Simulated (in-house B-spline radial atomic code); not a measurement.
# Ionising the iodine ion I³⁺ with different functionals

Computed with a B-spline radial code for spherical atoms: four-component Dirac-Coulomb Hamiltonian, Fermi nucleus of rms radius 4.75 fm, spin-restricted, spherical fractional occupations for the functionals. The ionisation energy is the difference of two self-consistent energies, [Kr] 4d10 5s2 5p2 → [Kr] 4d10 5s2 5p1, without Breit or QED terms; ε is the level of the shell that loses the electron (mean over j). The electron is taken from both j subshells in proportion to 2j + 1, so the result is a j average, not the step between ground levels.

Hybrids are left out here: with spherical fractional occupations of an open shell their exact exchange keeps a self-interaction that integer-occupation calculations don't have.

| method | rung | ΔSCF (eV) | -ε(5p) (eV) |
| --- | --- | --- | --- |
| LDA VWN5 | LDA | 39.84 | 34.65 |
| relativistic LDA | LDA | 39.82 | 34.63 |
| LDA PW92 | LDA | 39.84 | 34.65 |
| LDA exchange-only | LDA | 38.46 | 33.28 |
| PBE | GGA | ? | ? |
| PBEsol | GGA | 39.54 | 34.39 |
| BLYP | GGA | 39.44 | 34.25 |
| RPBE | GGA | 39.34 | 34.22 |
| PW91 | GGA | 39.58 | 34.42 |
| BP86 | GGA | 39.66 | 34.50 |
| AM05 | GGA | 39.50 | 34.35 |
| OLYP | GGA | ? | ? |

Problem. What does PBE give?

Solution. ΔSCF 39.47 eV, and -ε(5p) = 34.32 eV.

Problem. What does OLYP give?

Solution. ΔSCF 39.25 eV, and -ε(5p) = 34.15 eV.

Problem. How do they compare with the NIST value?

Solution. NIST lists 40.36 eV ± 0.025 (measured, ground level to ground level). Errors run from -1.90 to -0.51 eV; LDA VWN5 is closest (-0.51 eV), though others lie within the uncertainty of it, and part of that can be cancellation, since the calculations leave out Breit-QED terms, spin polarisation, the choice among j levels, multiplet and fine-structure energies.
